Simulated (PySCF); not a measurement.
# Shapes and spin states of Na₄

Computed with PBE0/[Na def2-TZVP], no relativity, density fitting, PySCF.

Relaxations began from a few typed shapes and spin states; open shells are unrestricted. The search is not exhaustive: other isomers or separated fragments can lie lower, and high-lying points may rest on an excited occupation.

Problem. Which is the lowest minimum found?
A. singlet D2h: Na–Na 3.110 Å, Na–Na 3.542 Å (×4); Na–Na–Na 52.1° (×2), Na–Na–Na 64.0° (×4), Na–Na–Na 127.9° (×2)
B. broken-symmetry Ms = 0 (⟨S²⟩ 0.23) D2h: Na–Na 3.163 Å, Na–Na 3.525 Å (×4); Na–Na–Na 53.3° (×2), Na–Na–Na 63.4° (×4), Na–Na–Na 126.7° (×2)
C. triplet D2d: Na–Na 3.385 Å (×4); Na–Na–Na 79.5° (×4)
D. triplet D4h: Na–Na 3.379 Å (×4); Na–Na–Na 90.0° (×4)

Solution. B. The others lie at 0.5 (singlet D2h), 20.0 (triplet D2d), 22.6 (triplet D4h, a saddle point) kJ/mol above it.

For the lowest minimum: the determinant is spin-contaminated (⟨S²⟩ = 0.23, pure value 0.00). The spin densities have lower symmetry than the nuclear frame.
